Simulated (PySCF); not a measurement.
**Pr⁺: ionisation energy**

Pr⁺ [Xe] 4f3 6s1 (high-spin determinant) → Pr²⁺ [Xe] 4f3 (high-spin determinant), as a difference of total energies. Computed with PySCF 2.14 in cc-pVDZ-X2C (8s7p5d3f1g, 84 functions), with the spin-free X2C one-electron Hamiltonian (Gaussian nucleus). Correlated levels: valence: [Kr] 4d10 frozen; valence and next inner shell: [Ar] 3d10 frozen. The calculations carry no spin-orbit coupling.

```
                                method  ionisation energy (eV)  difference from reference (eV)
                                   UHF                   9.879                          -0.752
                                   LDA                  10.980                          +0.349
                                   PBE                  10.793                          +0.162
                                  PBE0                  10.609                          -0.022
                                r2SCAN                  10.535                          -0.096
                         MP2 (valence)                  10.487                          -0.144
                     SCS-MP2 (valence)                  10.333                          -0.298
    MP2 (valence and next inner shell)                  10.565                          -0.066
SCS-MP2 (valence and next inner shell)                  10.403                          -0.228
```

Reference: 10.631 ± 0.02 eV (semi-empirical (NIST evaluation); NIST Atomic Spectra Database, ionization energies).

Errors of the correlated levels include the incompleteness of this basis and the frozen core.

The determinant of Pr²⁺ and of Pr⁺ mixes LS terms, which raises its energy above the lowest term, most at the Hartree-Fock and MP2 levels.
